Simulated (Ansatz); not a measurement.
`[F][GeH2][NH][GeH3]` + CH₃NH₂ → `C[NH][GeH3]` + `[NH2][GeH2][F]`  (ligand exchange at a Ge–N bond)

Isolated molecules relaxed with PBE0-D4/def2-TZVP in Ansatz; ΔE leaves out vibrations. CCSD(T)/CBS adds triple-zeta CCSD(T) − MP2 to the extrapolated MP2 energy (def2 sets, frozen cores). Functionals use def2-TZVPP. For Ge outer-core shells are correlated without core-valence functions, which leaves a few kJ/mol of doubt a bond. Scalar relativity is left out up to krypton. One conformer a species, not always the lowest.

```
         level  ΔE (kcal/mol)
       ωB97M-V            2.0
CCSD/CBS(def2)            2.5
```

Q: What does CCSD(T)/CBS give? (Best estimate.)

A: The calculation gave: +2.5 kcal/mol. The listed levels differ from it by -0.5, 0.0 kcal/mol.

Largest T1 diagnostic among the species: 0.012.

From BLYP to BHLYP (50 % exact exchange), in def2-TZVPP and without D4, ΔE moves by +0.9 kcal/mol. Leaving LDA and LC-ωPBE aside and taking each functional with its dispersion term where it has one, the values, not all of them listed here, spread over 1.5 kcal/mol, from revPBE-D4 to BHLYP-D4.
